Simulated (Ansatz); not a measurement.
```yaml
crystal:
  periodic: [false, false, false]
  atoms:
    - {symbol: F, position_ang: [-1.342137, -0.324655, -1.260549]}
    - {symbol: Mo, position_ang: [-0.029345, -0.010025, -0.006996]}
    - {symbol: F, position_ang: [-1.376299, 0.283988, 1.214922]}
    - {symbol: Cl, position_ang: [-0.113716, -2.211462, 0.533108]}
    - {symbol: Cl, position_ang: [1.550763, -0.387664, -1.573512]}
    - {symbol: Cl, position_ang: [-0.135000, 2.189941, -0.549343]}
    - {symbol: Cl, position_ang: [1.507032, 0.391775, 1.596571]}
basis:
  gaussian: {orbitals: STO-3G, final_grid: {core_spheres: 20, valence_spheres: 16, degree: 47}}
magnetization: {spin_polarized: true, initial_magnetization: 4}
hamiltonian: {xc: {name: BHLYP}, dispersion: d4}
output: {forces: true}
```

```sh
$ ansatz run in.yaml --threads 4 --pin off --events-out ev --progress --plain --max-ram 11315MiB
```

Output, abridged:

```
Functional definition: BHLYP
891 factors; integrals over basis functions are off by at most 1.4e-4 eV
mean field evaluation 1: about -162048.1750 eV, gradient 2.8e1 eV
mean field evaluation 2: about -161993.5768 eV, gradient 1.0e2 eV
mean field evaluation 4: about -162057.5389 eV, gradient 1.1e1 eV
mean field evaluation 8: about -162058.6133 eV, gradient 1.1e0 eV
mean field evaluation 16: about -162058.7602 eV, gradient 2.9e-1 eV
mean field evaluation 32: about -162058.9110 eV, gradient 8.4e-2 eV
mean field evaluation 64: about -162058.9644 eV, gradient 6.7e-1 eV
mean field -162058.98948888 eV, -5955.5580161878 hartree, gradient 6.7e-6 eV, S^2 6.007064; 6 other end points of the search recorded, 0 dependent functions left out
reference -162058.98961622 eV, -5955.5580208677 hartree; 66, 62 occupied and 7, 11 virtual orbitals, 891 factors
Total energy: -162059.52517867 eV, -5955.5777024246 hartree
Atom 0 at    -1.342137    -0.324655    -1.260549 Å, force     1.412389     0.564206     1.116644 eV/Å
Atom 1 at    -0.029345    -0.010025    -0.006996 Å, force    -7.253033    -0.056157    -0.086071 eV/Å
Atom 2 at    -1.376299     0.283988     1.214922 Å, force     1.447232    -0.542105    -1.082709 eV/Å
Atom 3 at    -0.113716    -2.211462     0.533108 Å, force     0.383596    -2.387289     0.232111 eV/Å
Atom 4 at     1.550763    -0.387664    -1.573512 Å, force     1.855908    -1.087312    -1.526954 eV/Å
Atom 5 at    -0.135000     2.189941    -0.549343 Å, force     0.351951     2.392989    -0.223429 eV/Å
Atom 6 at     1.507032     0.391775     1.596571 Å, force     1.801957     1.115667     1.570408 eV/Å
Dipole moment:    -0.241110    -0.001871    -0.002881 e Å
```

(1) What is wrong with this run?

Answers

(1) The spin is set far too high for this molecule. Self-consistency was reached. The result belongs to that input, not to the molecule as meant.
